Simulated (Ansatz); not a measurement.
Relaxation of ClH₄NSi₂ (8 atoms, charge 0, multiplicity 1), to a largest force component of 0.02 eV/Å in at most 50 steps.

Computed with Ansatz 0.2.0, RKS PBE0/6-31G*.

```xyz
8
Properties=species:S:1:pos:R:3
N -0.540 1.904 -1.313
Si -0.608 0.439 -0.631
Si 0.581 -0.890 0.836
Cl -2.261 -0.550 -1.259
H 0.191 2.581 -1.154
H 0.503 0.871 0.176
H 1.932 -1.096 0.295
H -0.002 -2.210 1.110
```

Problem. Where does it end, and by what steps?

Solution. The run converged. The force dipped under the threshold on the way, but the program's further checks kept it going. After 21 steps the energy has fallen by 4.483 eV; H6 moved furthest, 1.59 Å. Parted: Si2–H6. Joined: Si3–H6.

```json
{"step": "0", "energy less start (eV)": "0.0000", "largest force component (eV/Å)": "3.820", "accepted": "yes"}
{"step": "1", "energy less start (eV)": "-1.4357", "largest force component (eV/Å)": "2.912", "accepted": "yes"}
{"step": "2", "energy less start (eV)": "-2.4208", "largest force component (eV/Å)": "2.166", "accepted": "yes"}
{"step": "3", "energy less start (eV)": "-3.1314", "largest force component (eV/Å)": "1.654", "accepted": "yes"}
{"step": "4", "energy less start (eV)": "-3.6716", "largest force component (eV/Å)": "1.187", "accepted": "yes"}
{"step": "5", "energy less start (eV)": "-4.0037", "largest force component (eV/Å)": "0.718", "accepted": "yes"}
{"step": "6", "energy less start (eV)": "-4.1997", "largest force component (eV/Å)": "0.696", "accepted": "yes"}
{"step": "7", "energy less start (eV)": "-4.3518", "largest force component (eV/Å)": "0.405", "accepted": "yes"}
{"step": "8", "energy less start (eV)": "-4.4052", "largest force component (eV/Å)": "0.406", "accepted": "yes"}
{"step": "9", "energy less start (eV)": "-4.4126", "largest force component (eV/Å)": "1.010", "accepted": "yes"}
{"step": "10", "energy less start (eV)": "-4.4646", "largest force component (eV/Å)": "0.215", "accepted": "yes"}
{"step": "11", "energy less start (eV)": "-4.4731", "largest force component (eV/Å)": "0.166", "accepted": "yes"}
{"step": "12", "energy less start (eV)": "-4.4760", "largest force component (eV/Å)": "0.091", "accepted": "yes"}
{"step": "13", "energy less start (eV)": "-4.4774", "largest force component (eV/Å)": "0.146", "accepted": "yes"}
{"step": "14", "energy less start (eV)": "-4.4788", "largest force component (eV/Å)": "0.135", "accepted": "yes"}
{"step": "15", "energy less start (eV)": "-4.4797", "largest force component (eV/Å)": "0.085", "accepted": "yes"}
{"step": "16", "energy less start (eV)": "-4.4808", "largest force component (eV/Å)": "0.045", "accepted": "yes"}
{"step": "17", "energy less start (eV)": "-4.4815", "largest force component (eV/Å)": "0.098", "accepted": "yes"}
{"step": "18", "energy less start (eV)": "-4.4820", "largest force component (eV/Å)": "0.077", "accepted": "yes"}
{"step": "19", "energy less start (eV)": "-4.4824", "largest force component (eV/Å)": "0.008", "accepted": "yes"}
{"step": "20", "energy less start (eV)": "-4.4825", "largest force component (eV/Å)": "0.008", "accepted": "yes"}
{"step": "21", "energy less start (eV)": "-4.4825", "largest force component (eV/Å)": "0.008", "accepted": "yes"}
```

```xyz
8
Properties=species:S:1:pos:R:3
N -0.806 1.988 -1.462
Si -0.653 0.469 -0.983
Si 0.638 -0.640 0.626
Cl -1.831 -0.901 -1.952
H -0.258 2.727 -1.030
H 1.489 0.368 1.313
H 1.485 -1.658 -0.052
H -0.268 -1.304 1.601
```

Whether the end is a true minimum wasn't checked by a vibrational analysis.

Run time: 72 s on 1 CPU thread of a shared host.
